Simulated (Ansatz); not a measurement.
Species: C$_{9}$H$_{10}$SSi, SMILES `Cc1cc([SiH3])cc2sccc12` (charge 0, multiplicity 1).

Q: Give a relaxed geometry from B3LYP-D3(BJ)/def2-SVP run with Ansatz (a first-principles code).

A: the end point of this relaxation (outside a Z-matrix the atoms follow the SMILES, hydrogens last).
Z-matrix (Å, degrees):
```
C
C 1 1.3913
H 2 1.0946 1 117.94
C 1 1.4183 2 117.87 3 179.98
C 4 1.4184 1 119.32 2 -0.01
C 5 1.4007 4 121.95 1 0.00
H 6 1.0926 5 120.18 4 -179.98
C 6 1.3976 7 120.95 5 -179.99
C 4 1.4409 1 129.00 2 -179.99
C 9 1.3641 4 112.79 1 179.98
H 10 1.0893 9 127.44 4 180.00
H 9 1.0900 10 123.20 11 0.00
C 1 1.5052 2 121.83 3 -0.01
H 13 1.0993 1 111.34 2 -0.01
H 13 1.1030 14 107.93 1 122.42
H 13 1.1030 14 107.92 15 115.16
S 10 1.7438 11 119.34 9 180.00
Si 8 1.8790 6 120.60 7 -0.09
H 18 1.4916 8 109.14 6 0.85
H 18 1.4937 19 109.10 7 -122.11
H 18 1.4937 19 109.03 20 -117.08
```
